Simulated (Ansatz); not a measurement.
`C[Si@H](O)[Si@H](O)F` → `O[SiH]F`• + `C[SiH]O`•  (homolysis of the Si–Si bond)

Program: Ansatz. Geometries: PBE0-D4/def2-TZVP. ΔE: electronic, gas phase. CCSD(T)/CBS adds triple-zeta CCSD(T) − MP2 to the extrapolated MP2 energy (def2 sets, frozen cores). DFT in def2-TZVPP. B3LYP here is the variant with VWN-RPA as its local correlation; programs differ in this. Open shells (•) are unrestricted, without spin–orbit coupling. Each species was taken in one conformer, which may not be the lowest.

| level | ΔE (kJ/mol) |
| --- | --- |
| B3LYP-D4 | 320.7 |
| r2SCANh-D4 | 311.0 |
| r2SCAN0-D4 | 312.9 |
| revPBE | 288.1 |
| BLYP | 288.7 |
| r2SCANh | 307.6 |
| RPA@PBE/def2-TZVPP | 315.9 |
| HF/def2-SVP | 259.4 |

What does CCSD(T)/CBS give? (Estimate.)

Computed: +341.4 kJ/mol. The listed levels differ from it by -20.7, -30.4, -28.5, -53.3, -52.7, -33.8, -25.5, -82.0 kJ/mol.

Largest T1 diagnostic among the species: 0.014.

The D4 term adds +16.7 kJ/mol with B3LYP and +9.5 kJ/mol with PBE0; it sums over pairs of atoms, weighted by their polarisabilities, and B3LYP, whose exchange is more repulsive, gets the larger term. From PBE to PBE0 (25 % exact exchange), in def2-TZVPP and without D4, ΔE moves by +8.3 kJ/mol. Leaving LDA and LC-ωPBE aside and taking each functional with its dispersion term where it has one, the values, not all of them listed here, spread over 34.3 kJ/mol, from revPBE-D4 to ωB97X-V. LDA lies +48.0 kJ/mol from PBE without D4, its usual overbinding.
